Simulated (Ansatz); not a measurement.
Ansatz (a quantum-chemistry and plane-wave program) input (HF/6-31G* with LANL2DZ past Ar): The .json file joins the Basis Set Exchange's 6-31G* for atoms up to Ar and LANL2DZ past it.

Ansatz 0.2 input:
```yaml
crystal:
  periodic: [false, false, false]
  atoms:
    - {symbol: Sb, position_ang: [-0.01576999, -0.01916572, 0.03749854]}
    - {symbol: H, position_ang: [-0.54779575, 1.26787688, -0.95747670]}
    - {symbol: H, position_ang: [1.35206501, -0.29042539, -0.95494862]}
basis:
  gaussian:
    orbitals: 6-31Gs+LANL2DZ.json
hamiltonian:
  xc: {name: HF}
magnetization: {spin_polarized: true, initial_magnetization: 1}
phonons: {temperatures: {t_min: 298.15, t_max: 298.15, t_step: 100}}
```

Q: Which harmonic wavenumbers does it give?

A: 949, 1971, 1974 cm⁻¹ (unscaled; negative means imaginary).
